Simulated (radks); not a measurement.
Results of a calculation; reference values are marked as such.
Species: Ca9+. Configuration: [He] 2s2 2p5 3s2 (not the ground configuration).

Level of theory: scalar-relativistic Kohn-Sham, PBE, spin-polarised, spherical densities, finite nucleus; open shells are filled with parallel spins first; Fermi nuclear charge, rms radius 3.4776 fm (a radial shooting solver on a logarithmic mesh with Libxc functionals).

Energy parts (eV):
part                      energy
total                 -17380.052
kinetic                17512.272
electron-nucleus      -38772.743
Hartree                 4675.121
exchange-correlation    -794.702

Orbitals (lengths in bohr, moments of r in powers of bohr):
| orbital | occ. | eigenvalue (eV) | <r^4> | <r> |
|---|---|---|---|---|
| 1s up | 1 | -4210.845 | 0.0001617 | 0.07678 |
| 1s down | 1 | -4208.007 | 0.0001612 | 0.07674 |
| 2s up | 1 | -640.6356 | 0.03785 | 0.3538 |
| 2s down | 1 | -635.6933 | 0.03836 | 0.3548 |
| 2p up | 3 | -566.6307 | 0.02970 | 0.3144 |
| 2p down | 2 | -560.8630 | 0.03031 | 0.3156 |
| 3s up | 1 | -209.6412 | 1.548 | 0.9488 |
| 3s down | 1 | -208.9658 | 1.567 | 0.9519 |

The highest occupied level is 3s down at -208.97 eV. Spin moment in Bohr magnetons: 1.
